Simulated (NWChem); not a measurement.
System: CH4F2OSn; SMILES [F][SnH]([O]C)[F]

Input file for NWChem:

```
start job
memory heap 200 mb stack 900 mb global 1100 mb
geometry units angstroms noautoz
  Sn     0.108211    -0.316190     0.448437
  F      2.032676    -0.214578     0.483162
  F     -0.248975    -0.949666    -1.336630
  O     -0.592928     1.502733     0.571203
  C     -0.251200     2.494902    -0.369547
  H     -0.497534    -1.353821     1.638460
  H     -0.823351     3.403050    -0.121996
  H      0.822842     2.750969    -0.338039
  H     -0.507199     2.203662    -1.403864
end
basis spherical
  * library def2-svp
end
ecp
  Sn library def2-ecp
end
dft
  xc mpw1k
  iterations 150
  mulliken
end
task dft energy
```

NWChem printed, in part:

```
             Northwest Computational Chemistry Package (NWChem) 7.3.0
             --------------------------------------------------------

 C1  symmetry detected

                             Geometry "geometry" -> ""
                             -------------------------

 Output coordinates in angstroms (scale by  1.889725989 to convert to a.u.)

  No.       Tag          Charge          X              Y              Z
 ---- ---------------- ---------- -------------- -------------- --------------
    1 Sn                  50.0000     0.00098194     0.37699138    -0.29910688
    2 F                    9.0000     1.46432666     0.90055645     0.84089233
    3 F                    9.0000    -1.54236125     0.78063813     0.78278913
    4 O                    8.0000     0.06944795    -1.56322180    -0.51366101
    5 C                    6.0000     0.01532839    -2.43460045     0.59266545
    6 H                    1.0000     0.00269759     1.21786656    -1.76631028
    7 H                    1.0000     0.00160758    -3.46620072     0.20668143
    8 H                    1.0000     0.89514576    -2.33042863     1.25236154
    9 H                    1.0000    -0.89379053    -2.28818032     1.20277348

 Effective nuclear repulsion energy (a.u.)     549.2801302770

                                 NWChem DFT Module
                                 -----------------

 Summary of "ao basis" -> "ao basis" (spherical)
 ------------------------------------------------------------------------------
       Tag                 Description            Shells   Functions and Types
 ---------------- ------------------------------  ------  ---------------------
 Sn                         def2-svp                10       26   4s4p2d
 F                          def2-svp                 6       14   3s2p1d
 O                          def2-svp                 6       14   3s2p1d
 C                          def2-svp                 6       14   3s2p1d
 H                          def2-svp                 3        5   2s1p

            General Information
            -------------------
          SCF calculation type: DFT
          Wavefunction type:  closed shell.
          No. of atoms     :     9
          No. of electrons :    58
           Alpha electrons :    29
            Beta electrons :    29
          Charge           :     0
          Spin multiplicity:     1
          Use of symmetry is: off; symmetry adaption is: off
          Maximum number of iterations: 150
          AO basis - number of functions:   102
                     number of shells:    46
          Convergence on energy requested:  1.00D-06
          Convergence on density requested:  1.00D-05
          Convergence on gradient requested:  5.00D-04

              XC Information
              --------------
                        MPW1K Method XC Functional
                     Hartree-Fock (Exact) Exchange  0.428
                        mPW91  Exchange Functional  0.572
                Perdew 1991 Correlation Functional  1.000 non-local
            Perdew 1991 LDA Correlation Functional  1.000 local

             Grid Information
             ----------------
          Grid used for XC integration:  medium
          Radial quadrature: Mura-Knowles
          Angular quadrature: Lebedev.
          Tag              B.-S. Rad. Rad. Pts. Rad. Cut. Ang. Pts.
          ---              ---------- --------- --------- ---------
          Sn                  1.45      123          11.0       590
          F                   0.50       49          12.0       434
          O                   0.60       49           9.0       434
          C                   0.70       49          11.0       434
          H                   0.35       45          12.0       434
          Grid pruning is: on
          Number of quadrature shells:   499
          Spatial weights used:  Erf1

      Superposition of Atomic Density Guess
      -------------------------------------

 Sum of atomic energies:        -561.99384617

      Non-variational initial energy
      ------------------------------

 Total energy =    -527.096509
 1-e energy   =   -1404.134978
 2-e energy   =     578.751438
 HOMO         =      -0.378958
 LUMO         =      -0.047096

     ---------------------------------------------
      Total Density - Mulliken Population Analysis
     ---------------------------------------------

    Atom       Charge   Shell Charges
 -----------   ------   -------------------------------------------------------
    1 Sn  22    20.03   1.60  0.41  0.78  0.24  3.27  2.73  0.65  0.23  9.78  0.35
    2 F    9     9.72   1.99  1.15  0.81  3.54  2.22  0.00
    3 F    9     9.72   1.99  1.15  0.81  3.54  2.22  0.00
    4 O    8     8.91   1.99  1.10  0.72  3.02  2.06  0.01
    5 C    6     5.87   1.99  0.92  0.22  1.84  0.85  0.05
    6 H    1     0.97   0.57  0.39  0.01
    7 H    1     0.93   0.69  0.21  0.02
    8 H    1     0.93   0.69  0.22  0.02
    9 H    1     0.93   0.69  0.22  0.02

   convergence    iter        energy       DeltaE   RMS-Dens  Diis-err
 ---------------- ----- ----------------- --------- --------- ---------
 d= 0,ls=0.0,diis     1   -529.3430004471 -8.28D+02  1.67D-02  1.18D+00
 d= 0,ls=0.0,diis     2   -529.2965543453  4.64D-02  7.80D-03  2.17D+00
 d= 0,ls=0.0,diis     3   -529.4887673862 -1.92D-01  5.12D-04  4.19D-03
 d= 0,ls=0.0,diis     4   -529.4891599685 -3.93D-04  1.82D-04  6.96D-04
 d= 0,ls=0.0,diis     5   -529.4892287659 -6.88D-05  6.10D-05  8.89D-05
  Resetting Diis
 d= 0,ls=0.0,diis     6   -529.4892376051 -8.84D-06  2.34D-05  1.06D-05
 d= 0,ls=0.0,diis     7   -529.4892385419 -9.37D-07  1.61D-05  1.55D-06
 d= 0,ls=0.0,diis     8   -529.4892384348  1.07D-07  9.27D-06  2.86D-06

         Total DFT energy =     -529.489238434810
      One electron energy =    -1407.087299439467
           Coulomb energy =      633.926298004161
    Exchange-Corr. energy =      -54.615267373719
 Nuclear repulsion energy =      298.287030374215

 Numeric. integr. density =       57.999983244083

                       DFT Final Molecular Orbital Analysis
                       ------------------------------------

 Vector   27  Occ=2.000000D+00  E=-4.348853D-01
              MO Center= -8.8D-03,  7.6D-01, -3.0D-01, r^2= 3.6D+00
   Bfn.  Coefficient  Atom+Function         Bfn.  Coefficient  Atom+Function
  ----- ------------  ---------------      ----- ------------  ---------------
    32      0.314414  2 F  pz                46      0.310325  3 F  pz
    83     -0.303417  6 H  s                 84     -0.254251  6 H  s
    35     -0.223360  2 F  pz                49     -0.220501  3 F  pz
    13      0.216874  1 Sn pz                 3     -0.139124  1 Sn s
    19      0.108392  1 Sn d  0              60     -0.107542  4 O  pz

 Vector   28  Occ=2.000000D+00  E=-3.684073D-01
              MO Center=  2.5D-02, -1.8D+00, -1.0D-01, r^2= 2.4D+00
   Bfn.  Coefficient  Atom+Function         Bfn.  Coefficient  Atom+Function
  ----- ------------  ---------------      ----- ------------  ---------------
    60      0.358241  4 O  pz                59      0.307654  4 O  py
    63      0.290985  4 O  pz                88      0.253765  7 H  s
    62      0.225615  4 O  py                12     -0.191193  1 Sn py
    74     -0.186249  5 C  pz                73     -0.161775  5 C  py
     3      0.160861  1 Sn s                 98     -0.148493  9 H  s

 Vector   29  Occ=2.000000D+00  E=-3.534475D-01
              MO Center=  6.4D-02, -1.7D+00, -2.3D-02, r^2= 1.7D+00
   Bfn.  Coefficient  Atom+Function         Bfn.  Coefficient  Atom+Function
  ----- ------------  ---------------      ----- ------------  ---------------
    58      0.533668  4 O  px                61      0.427774  4 O  px
    93     -0.229783  8 H  s                 72     -0.223096  5 C  px
    98      0.211020  9 H  s                 94     -0.134738  8 H  s
    99      0.125125  9 H  s                 17      0.072682  1 Sn d -2
    75     -0.071035  5 C  px                14      0.065773  1 Sn px

 Vector   30  Occ=0.000000D+00  E=-3.321512D-02
              MO Center=  2.2D-03,  3.9D-01, -3.7D-01, r^2= 3.7D+00
   Bfn.  Coefficient  Atom+Function         Bfn.  Coefficient  Atom+Function
  ----- ------------  ---------------      ----- ------------  ---------------
     4      0.827881  1 Sn s                  3      0.708778  1 Sn s
    84     -0.652843  6 H  s                 57     -0.330712  4 O  s
     2     -0.290683  1 Sn s                 83     -0.268434  6 H  s
     1     -0.229809  1 Sn s                 29     -0.217450  2 F  s
    43     -0.217190  3 F  s                 62     -0.216518  4 O  py

 Vector   31  Occ=0.000000D+00  E= 2.386382D-02
              MO Center=  2.4D-02,  3.3D-01, -5.7D-01, r^2= 4.3D+00
   Bfn.  Coefficient  Atom+Function         Bfn.  Coefficient  Atom+Function
  ----- ------------  ---------------      ----- ------------  ---------------
    14      0.830201  1 Sn px                11      0.389425  1 Sn px
    43      0.250625  3 F  s                 29     -0.233394  2 F  s
    25      0.178263  1 Sn d  1              58     -0.149922  4 O  px
    61     -0.144754  4 O  px                20     -0.140823  1 Sn d  1
    46      0.141148  3 F  pz                32     -0.139971  2 F  pz

 Vector   32  Occ=0.000000D+00  E= 3.375265D-02
              MO Center= -2.2D-02,  5.6D-01, -5.1D-01, r^2= 4.4D+00
   Bfn.  Coefficient  Atom+Function         Bfn.  Coefficient  Atom+Function
  ----- ------------  ---------------      ----- ------------  ---------------
    15      0.789990  1 Sn py                16      0.443371  1 Sn pz
    57      0.429076  4 O  s                 12      0.284789  1 Sn py
    13      0.233038  1 Sn pz                29     -0.163884  2 F  s
    56      0.138903  4 O  s                 43     -0.131668  3 F  s
     4     -0.130465  1 Sn s                 21      0.122675  1 Sn d  2

[...]
```

Level: MPW1K/def2-SVP with def2 effective core potentials on Sn. Geometry: optimised at PBE0/def2-SVP. No frequency run checked for a minimum. def2 effective core potentials on Sn; no spin-orbit coupling.
